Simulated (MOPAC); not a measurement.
MOPAC input (PM3):

```
PM3 1SCF UHF MS=0.5 GEO-OK AUX(PRECISION=9) THREADS=1
CBF2O

O    -2.09899100 1    0.33409200 1    0.37067800 1
C    -0.97246400 1    0.15478500 1    0.17173500 1
B     0.48534000 1   -0.07725000 1   -0.08571000 1
F     1.22605800 1    0.90572000 1   -0.58752300 1
F     1.01838700 1   -1.26296300 1    0.19115800 1
```

From the output:

```
                                                       MOPAC v23.2.5 Linux

          FINAL HEAT OF FORMATION =       -195.94306 KCAL/MOL =    -819.82576 KJ/MOL

          COSMO AREA              =         94.74 SQUARE ANGSTROMS
          COSMO VOLUME            =         76.45 CUBIC ANGSTROMS

          IONIZATION POTENTIAL    =          9.363830 EV
          ALPHA SOMO LUMO (EV)    =         -9.364 -0.818
          BETA  SOMO LUMO (EV)    =        -15.561 -1.188
          NO. OF ALPHA ELECTRONS  =         14
          NO. OF BETA  ELECTRONS  =         13
          MOLECULAR WEIGHT        =         76.8172         POINT GROUP:  C2v

          MOLECULAR DIMENSIONS (Angstroms)

            Atom       Atom       Distance
            F     4    O     1     3.50726
            F     5    O     1     2.18412
            B     3    C     2     0.00000

          SCF CALCULATIONS        =          1

   ATOM   CHEMICAL          X               Y               Z
  NUMBER   SYMBOL      (ANGSTROMS)     (ANGSTROMS)     (ANGSTROMS)

     1       O         -2.09899100  *   0.33409200  *   0.37067800  *
     2       C         -0.97246400  *   0.15478500  *   0.17173500  *
     3       B          0.48534000  *  -0.07725000  *  -0.08571000  *
     4       F          1.22605800  *   0.90572000  *  -0.58752300  *
     5       F          1.01838700  *  -1.26296300  *   0.19115800  *

                             CARTESIAN COORDINATES

   1    O       -2.098991000     0.334092000     0.370678000
   2    C       -0.972464000     0.154785000     0.171735000
   3    B        0.485340000    -0.077250000    -0.085710000
   4    F        1.226058000     0.905720000    -0.587523000
   5    F        1.018387000    -1.262963000     0.191158000

           Empirical Formula: C O B F2  =     5 atoms

      MOLECULAR POINT GROUP   :   C2v

          ALPHA EIGENVALUES
 -40.44948 -28.95198 -25.73880 -24.61616 -19.94785 -19.80640 -18.44921 -17.77993
 -17.38449 -16.96471 -16.69316 -16.49101 -15.68390  -9.36383  -0.81794  -0.41955
   0.81486   3.28354   4.08788   5.36838

           BETA EIGENVALUES
 -40.30937 -28.70622 -25.67674 -24.30843 -19.68204 -19.23552 -18.41349 -17.74476
 -16.59001 -16.47116 -16.46987 -16.23900 -15.56148  -1.18766  -0.59327   1.01784
   1.59976   3.47882   4.27340   5.65699

              NET ATOMIC CHARGES AND DIPOLE CONTRIBUTIONS

  ATOM NO.   TYPE          CHARGE      No. of ELECS.   s-Pop       p-Pop
    1          O          -0.055111        6.0551     1.83024     4.22488
    2          C           0.286007        3.7140     1.27738     2.43661
    3          B          -0.156184        3.1562     0.91010     2.24608
    4          F          -0.037356        7.0374     1.56178     5.47557
    5          F          -0.037356        7.0374     1.56178     5.47557
 DIPOLE           X         Y         Z       TOTAL
 POINT-CHG.    -1.547     0.246     0.273     1.590
 HYBRID        -0.491     0.078     0.087     0.505
 SUM           -2.038     0.324     0.360     2.095

          ATOMIC ORBITAL ELECTRON POPULATIONS

     Atom    s        px        py        pz
    1  O   1.83024   1.27298   1.38823   1.56366
    2  C   1.27738   0.91141   0.66477   0.86043
    3  B   0.91010   0.73902   0.75558   0.75148
    4  F   1.56178   1.85210   1.77566   1.84782
    5  F   1.56178   1.89459   1.70503   1.87595

                    (SZ)    =    0.500000
                    (S**2)  =    0.755360

          ATOMIC ORBITAL SPIN POPULATIONS

    Atom   Total    s     px     py     pz
         Atomic
    1  O  0.2385  0.001  0.006  0.018  0.213
    2  C  0.2731  0.010  0.013  0.031  0.219
    3  B  0.3995  0.002  0.017  0.043  0.337
    4  F  0.0445 -0.002  0.000  0.002  0.044
    5  F  0.0445 -0.002  0.001  0.001  0.044

 **********************
 *                    *
 * JOB ENDED NORMALLY *
 *                    *
 **********************

 == MOPAC DONE ==
```

The geometry given is a B3LYP-D3(BJ)/def2-TZVP minimum.
